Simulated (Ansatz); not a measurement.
## A geometry optimisation of CH4B2Br− with PBE0-D3(BJ)/def2-SVPD

The starting geometry of this gas-phase singlet was optimised with GFN2-xTB; its bonds are those of `B=C[BH2-]Br`.

```xyz
8

C    -0.0666   -1.2206   -1.3598
B     0.9975   -1.9602   -0.9245
B    -1.0777   -0.7472   -0.1503
Br   -0.8530    1.2858    0.1390
H    -0.3823   -0.8602   -2.3286
H     1.8158   -2.5864   -0.3923
H    -2.2323   -0.9093   -0.4710
H    -0.8405   -1.2566    0.9209
```

Question: Predict what becomes of its bonds when it is optimised with PBE0-D3(BJ)/def2-SVPD.

Answer: New bonds form, giving a structure with H8 bridging B3 and B2, given below by its coordinates. Distances that change by over a tenth: B3–H8 (1.21 → 1.36 Å). Contacts that close: B2–B3 (2.53 → 1.81 Å), B2–H8 (2.70 → 1.36 Å).

The energy falls by 0.79 eV over 14 steps:

```tsv
step	E − E(last) (eV)
1	0.792
2	0.713
4	0.596
5	0.471
7	0.077
8	0.015
10	0.001
11	0.000
13	0.000
14	0.000
```

Final geometry (Å):

```xyz
8

C    -0.1569   -1.1429   -1.6263
B     0.5118   -1.7613   -0.5457
B    -1.0007   -0.7749   -0.4151
Br   -0.8535    1.2942    0.4085
H    -0.1367   -0.9578   -2.6932
H     1.4286   -2.3964   -0.0865
H    -2.1484   -1.0537   -0.1243
H    -0.2832   -1.4619    0.5160
```

Frequencies at the end are all real (lowest 185 cm⁻¹). Run with Ansatz 0.2.0, 3 min on 2 threads of AMD EPYC (Zen 3), on a shared host.
